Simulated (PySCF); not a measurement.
C₂H₆Cl₄Si₂.
Numbering: `[CH3:1][Si:2]([Cl:3])([Cl:4])[Si:5]([CH3:6])([Cl:7])[Cl:8]` (hydrogens: H9, H10, H11 on C1; H12, H13, H14 on C6)

Method: PBE0-D3(BJ)/def2-TZVP geometry optimisation, gas phase (PySCF 2.14.0).

(1) Give the optimised bond lengths and angles.

Answers

(1) 
| bond | length (Å) |
| --- | --- |
| C1–Si2, Si5–C6 | 1.849 |
| Si2–Cl3 and 3 like bonds | 2.058 |
| Si2–Si5 | 2.334 |
| C1–H9 and 5 like bonds | 1.092 |

Bonds in one row agree within 0.01 Å and their mean is given. A selection of angles:
| angle | degrees |
| --- | --- |
| Si2–C1–H9 | 109.8 |
| H9–C1–H10 | 109.0 |
| C1–Si2–Cl3 | 109.9 |
| C1–Si2–Si5 | 114.7 |
| Cl3–Si2–Cl4 | 108.1 |
| Cl3–Si2–Si5 | 107.0 |

Dihedral angles: C1–Si2–Si5–C6 -179° (antiperiplanar).

All 4 Cl–Si bonds measure 2.057 to 2.058 Å. Si2 (chlorine-bound silicon) is distorted tetrahedral (angles from 107.0° to 114.7°).

Point group: C2h (every atom within 0.08 Å of its image). Not checked by PBE0-D3(BJ)/def2-TZVP frequencies. The numbers are those of one conformer.
